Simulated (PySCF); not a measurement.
CH10BPSi2.
Cartesian coordinates in Å at the PBE0-D3(BJ)/def2-SVP level; atoms count from 1:
```
atom  x, y, z in Å
Si1   -2.697   -0.372   -0.372
C2    -1.280    0.793    0.117
B3     0.008    0.310   -0.597
P4     1.159   -1.030    0.068
Si5    3.140   -0.042   -0.316
H6    -3.973    0.110    0.242
H7    -2.419   -1.755    0.119
H8    -2.865   -0.412   -1.855
H9    -1.232    0.767    1.217
H10   -1.597    1.794   -0.220
H11    0.244    0.667   -1.732
H12    1.046   -0.881    1.482
H13    4.212   -0.839    0.353
H14    3.344   -0.063   -1.794
H15    3.228    1.369    0.170
```

Computed with PySCF 2.14.0, PBE0-D3(BJ)/def2-SVP geometry optimisation, gas phase.

Take the most abundant isotopes and a rigid rotor. The values belong to one conformer with, in the numbering `[SiH3:1][CH2:2][BH:3][PH:4][SiH3:5]`, Si1–C2–B3–P4 -85°, C2–B3–P4–Si5 -136°.

(1) What are A, B and C (cm⁻¹)?

(2) What kind of rotor is it?

(3) Is it planar, by Δ = Ic − Ia − Ib?

(4) Give the other two planar moments, Paa and Pbb, and the rms extents of the mass along the axes.

(5) Where do the levels up to J = 2 lie, in K?

(6) Predict some low-J microwave lines.

Answers

(1) Ia = 68.11, Ib = 625.44, Ic = 656.80 u·Å²; 505379 MHz·u·Å²/I gives 7420, 808.0 and 769.5 MHz, that is A = 0.24749, B = 0.02695, C = 0.02567 cm⁻¹.

(2) A near-prolate asymmetric top: κ = (2 × 808.0 − 7420 − 769.5)/(7420 − 769.5) = -0.99.

(3) Not planar: Δ = Ic − Ia − Ib = -36.75 u·Å². For a rigid frame Δ = −2 Σ m c², so Σ m c² = 18.38 u·Å² lies off the ab plane: 12.82 from hydrogen and 5.55 from heavier atoms. The atom farthest from that plane is 1.63 Å away.

(4) Paa = Σ m a² = (Ib + Ic − Ia)/2 = 607.07 and Pbb = Σ m b² = (Ia + Ic − Ib)/2 = 49.74 u·Å². With the mass M = 120.02 u, the rms extents √(P/M) along a, b and c are 2.25, 0.64, 0.39 Å.

(5) Above 0(0,0), as E/k:
J = 1: 1(0,1) 0.076, 1(1,1) 0.393, 1(1,0) 0.395
J = 2: 2(0,2) 0.227, 2(1,2) 0.543, 2(1,1) 0.548, 2(2,1) 1.500, 2(2,0) 1.500
Those of J = 1 are B + C, A + C and A + B.

(6) The dipole components are |μa| = 0.22 D, |μb| = 0.87 D, |μc| = 1.03 D. Intensities carry the squares of the components, which stand as 0.05 : 0.72 : 1.00 (a : b : c). Some lines, for components of 0.1 D or more:

| type | branch | J(Ka,Kc) | MHz | lower level (cm⁻¹) |
| --- | --- | --- | --- | --- |
| a | R | 2(1,2) ← 1(1,1) | 3116 | 0.273 |
| a | R | 3(1,3) ← 2(1,2) | 4674 | 0.377 |
| a | R | 3(2,1) ← 2(2,0) | 4733 | 1.043 |
| a | R | 3(1,2) ← 2(1,1) | 4790 | 0.381 |
| a | R | 4(1,4) ← 3(1,3) | 6232 | 0.533 |
| a | R | 4(0,4) ← 3(0,3) | 6308 | 0.316 |
| a | R | 4(2,3) ← 3(2,2) | 6310 | 1.200 |
| a | R | 4(3,1) ← 3(3,0) | 6310 | 2.306 |
| c | Q | 3(1,3) ← 3(0,3) | 6516 | 0.316 |
| b | Q | 3(1,2) ← 3(0,3) | 6747 | 0.316 |
| c | R | 1(1,0) ← 0(0,0) | 8228 | 0.000 |
| c | R | 4(1,3) ← 3(0,3) | 13134 | 0.316 |
| b | Q | 2(2,0) ← 2(1,1) | 19835 | 0.381 |
| b | Q | 2(2,1) ← 2(1,2) | 19951 | 0.377 |
| b | Q | 4(2,3) ← 4(1,4) | 20086 | 0.741 |
| c | R | 3(2,2) ← 2(1,2) | 24683 | 0.377 |
| c | R | 4(2,2) ← 3(1,2) | 26090 | 0.541 |
| b | Q | 3(3,1) ← 3(2,2) | 33155 | 1.200 |
| b | R | 3(3,1) ← 2(2,0) | 37887 | 1.043 |
| c | R | 3(3,0) ← 2(2,0) | 37887 | 1.043 |
| c | Q | 4(4,1) ← 4(3,1) | 46416 | 2.517 |
| b | Q | 4(4,0) ← 4(3,1) | 46416 | 2.517 |
| c | R | 4(4,0) ← 3(3,0) | 52727 | 2.306 |
| c | R | 4(4,1) ← 3(3,1) | 52727 | 2.306 |
| b | R | 4(4,0) ← 3(3,1) | 52727 | 2.306 |

Whether it is a minimum is left open (no frequencies). No vibrational averaging or centrifugal distortion is included, and the geometry carries the error of its method. A rigid rotor knows nothing of internal rotation, which can split or shift real lines. Quadrupole hyperfine structure (11B) is left out.
